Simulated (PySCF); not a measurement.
Dy (dysprosium, neutral) across methods

[Xe] 4f10 6s1 6p1, one real determinant (an excited configuration). All numbers are calculated (PySCF 2.14, scalar relativity by spin-free X2C-1e, in cc-pVDZ-X2C).

```
method   E (hartree)  mean ε 4f β (eV)  mean ε 6s α (eV)  mean ε 6p α (eV)  Σ⟨r²⟩ (bohr²)    ⟨S²⟩
   UHF  -12152.22834           -11.738            -6.869            -3.883          92.25  12.005
  PBE0     -12156.38            -4.965            -5.410            -2.605          89.40  12.003
   LDA     -12147.98            -2.559            -4.984            -2.077          88.66  12.003
   PBE     -12156.53            -2.571            -4.807            -2.096          89.05  12.002
```

Question: Estimate the same row for r2SCAN.

Answer: E (hartree) = -12156.76; mean ε 4f β (eV) = -2.656; mean ε 6s α (eV) = -4.874; mean ε 6p α (eV) = -2.161; Σ⟨r²⟩ (bohr²) = 88.87; ⟨S²⟩ = 12.004.

⟨L²⟩ = 36.10 against 56 for a pure K term, so this real determinant mixes terms. Spin-orbit coupling, absent here, splits the open shell strongly.
